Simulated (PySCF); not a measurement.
Changes within a family of molecules, several properties at once.

PySCF, CAM-B3LYP/def2-SVPD, density fitting, gas phase; each molecule at its own PBE0-D3(BJ)/def2-SVP geometry, one conformer. Singlet excitations by full TDDFT with frozen cores, triplets by Tamm–Dancoff TDDFT and ionisation energies by ΔSCF, from the lowest of the holes tried. 

Torsions of the conformers computed, which needn't be the lowest (atom-mapped SMILES):
- `[CH2:1]=[CH:2][c:3]1[cH:4][cH:5][s:6][cH:7]1`: C1–C2–C3–C4 0°
- `[F:1][C:2]([F:3])([F:4])[O:5][c:6]1[cH:7][cH:8][s:9][cH:10]1`: F1–C2–O5–C6 -175°, C2–O5–C6–C7 -14°
- `[SiH3:1][CH2:2][c:3]1[cH:4][cH:5][s:6][cH:7]1`: Si1–C2–C3–C4 -78°
- `[F:1][C:2]([F:3])([F:4])[c:5]1[cH:6][cH:7][s:8][cH:9]1`: F1–C2–C5–C6 54°
- `[CH3:1][CH2:2][c:3]1[cH:4][cH:5][s:6][cH:7]1`: C1–C2–C3–C4 74°

The conformers of `c1cc(N2CCCC2)cs1` aren't listed.

Reference: `C=Cc1ccsc1`, with HOMO energy -7.65 eV, LUMO energy 0.21 eV, lowest singlet excitation 5.34 eV, lowest triplet excitation 3.26 eV, mean polarisability 91.5 au and vertical ionisation energy 8.34 eV.

Changes against it:

| molecule | Δ HOMO energy (eV) | Δ LUMO energy (eV) | Δ lowest singlet excitation (eV) | Δ lowest triplet excitation (eV) | Δ mean polarisability (au) | Δ vertical ionisation energy (eV) |
| --- | --- | --- | --- | --- | --- | --- |
| [SiH3]Cc1ccsc1 | -0.22 | +0.39 | +0.21 | +0.45 | +11.6 | +0.18 |
| FC(F)(F)c1ccsc1 | -1.19 | -0.19 | +0.52 | +0.58 | -16.1 | +1.25 |
| CCc1ccsc1 | -0.32 | +0.52 | +0.38 | +0.52 | -4.0 | +0.31 |

Rows whose labels were lost:

```tsv
row	Δ HOMO energy (eV)	Δ LUMO energy (eV)	Δ lowest singlet excitation (eV)	Δ lowest triplet excitation (eV)	Δ mean polarisability (au)	Δ vertical ionisation energy (eV)
P	+1.21	+0.75	-0.68	+0.06	+27.8	-1.38
Q	-0.71	+0.02	+0.28	+0.45	-11.1	+0.77
```

Question: Which row belongs to which of `c1cc(N2CCCC2)cs1` and `FC(F)(F)Oc1ccsc1`?

Answer: P = `c1cc(N2CCCC2)cs1` and Q = `FC(F)(F)Oc1ccsc1`. P and Q are told apart most clearly by the mean polarisability (+27.8 against -11.1 au).

Question: Which row has the smallest HOMO–LUMO gap and which the largest, and does the HOMO or the LUMO shift more there?

Answer: Smallest, counted from the reference: P, -0.46 eV (HOMO +1.21, LUMO +0.75), the larger shift being that of the HOMO. Largest: `FC(F)(F)c1ccsc1`, +1.00 eV (HOMO -1.19, LUMO -0.19), the larger shift being that of the HOMO.
